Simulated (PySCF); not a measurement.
Coordinates in bohr (charge 0 multiplicity 3):
```
Ru   -0.0284    0.3529    0.0000
N     0.0000   -2.6600    0.0000
H     2.8725    1.2710    0.0000
```

All numbers come from UPBE0 in PySCF with Ru def2-TZVP with ECP28, N def2-TZVP, H def2-TZVP; scalar-relativistic core potentials, no spin–orbit coupling; density-fitted integrals.

This geometry of HRuN is a stationary point at this level.

**Question.** What is the point group?

**Answer.** Cs.

**Question.** Is it a minimum?

**Answer.** Yes: all harmonic wavenumbers are real.

**Question.** Which band is strongest in the infrared?

**Answer.** 1118 cm⁻¹ (a'), 114 km/mol.

**Question.** What are the dipole moment and the gap between the highest occupied and lowest empty levels of either spin?

**Answer.** 2.37 D and 2.49 eV.

**Question.** What is the atomisation energy, with and without zero-point energy?

**Answer.** 679 kJ/mol without, 656 kJ/mol with.

Only a few start shapes were tried, so a lower isomer may exist. Open d and f shells are described by one determinant, and the ground state may have another occupation or spin. At this level a singlet minimum of Cs symmetry lies 26 kJ/mol below this structure.
